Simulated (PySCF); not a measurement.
Nuclear quadrupole coupling in `C#C[P@@H+](CO)COC`

C5H10O2P (charge +1).
Geometry (GFN2-xTB, Å), atoms numbered from 1 in this order:
```
atom  x, y, z in Å
C1     3.721    0.612   -0.190
C2     2.574    0.257   -0.266
P3     0.923   -0.288   -0.357
C4     0.558   -1.859    0.564
O5    -0.536   -2.434   -0.057
C6    -0.222    1.020    0.208
O7    -1.430    0.303    0.219
C8    -2.578    1.100    0.480
H9     4.725    0.931   -0.133
H10    0.604   -0.568   -1.667
H11    1.410   -2.539    0.441
H12    0.416   -1.650    1.633
H13   -1.361   -2.006    0.213
H14    0.059    1.395    1.206
H15   -0.236    1.867   -0.496
H16   -2.686    1.885   -0.272
H17   -2.518    1.551    1.473
H18   -3.432    0.429    0.430
```

Field gradients from the PBE0/pcSseg-1 density (PySCF, non-relativistic), principal values in atomic units, ordered |Vxx| ≤ |Vyy| ≤ |Vzz|:

| atom | Vxx | Vyy | Vzz |
| --- | --- | --- | --- |
| O5 | -0.1195 | -1.8292 | 1.9487 |
| O7 | 0.0331 | 2.0684 | -2.1015 |

Q: Find the asymmetry η = (Vxx − Vyy)/Vzz and the couplings χ = eQV/h (234.96 MHz × Q in barn × V in au), with Q(17O) = −0.0256 b.

A: 
```
atom     environment  nucleus     η  χzz (MHz)  χxx (MHz)  χyy (MHz)
  O5  alcohol oxygen      17O  0.88     -11.72       0.72      11.00
  O7    ether oxygen      17O  0.97      12.64      -0.20     -12.44
```

At O7 η is above 0.9: Vyy and Vzz are nearly equal in size and opposite in sign, so a small change could swap them and flip the sign of χzz. 

Q: What is Vzz at O5 in SI units (1 au = 9.71736 × 10²¹ V/m²)?

A: 1.9487 au = 18.936 × 10²¹ V/m².

Were the hydrogens deuterons (Q(2H) = 0.00286 b), χzz would run from 134 kHz (H10) to 293 kHz (H13).

The structure is a single GFN2-xTB conformer in the gas phase; no vibrational or solvent corrections. GFN2-xTB bond lengths can be off by several hundredths of an ångström, more for odd bonds, and the gradients follow them. The basis is small and wasn't made for field gradients, so the couplings can be 20 % off.
